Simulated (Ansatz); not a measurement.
Ansatz (a quantum-chemistry and plane-wave program) input:
A basis named .json is the Basis Set Exchange file of that set.

Ansatz 0.2 input:
```yaml
crystal:
  periodic: [false, false, false]
  atoms:
    - {symbol: C, position_ang: [1.45441900, -0.52153621, -0.23444647]}
    - {symbol: B, position_ang: [0.09030466, 0.12227251, 0.06142920]}
    - {symbol: O, position_ang: [-0.34848165, 1.24163145, 0.60482380]}
    - {symbol: O, position_ang: [-1.12322625, -0.66990312, -0.34597571]}
    - {symbol: H, position_ang: [1.55912882, -1.48555458, 0.27361421]}
    - {symbol: H, position_ang: [1.58279116, -0.70984853, -1.30518467]}
    - {symbol: H, position_ang: [2.27784953, 0.11396771, 0.09013478]}
    - {symbol: H, position_ang: [0.28828827, 1.88901814, 0.93244580]}
    - {symbol: H, position_ang: [-2.02062330, -0.32258505, -0.18877886]}
    - {symbol: H, position_ang: [-1.09180857, -1.54096961, -0.77348307]}
basis:
  gaussian:
    orbitals: cc-pwCVTZ.json
total_charge: 1
magnetization: {spin_polarized: false}
correlation: {method: ccsd_t, frozen_orbitals: {B: 0, C: 0, H: 0, O: 0}}
```

Q: Which total energy does the run end on?

A: -216.72870 Eh (CCSD(T,full)/cc-pwCVTZ).

It need not be the lowest isomer of its formula.
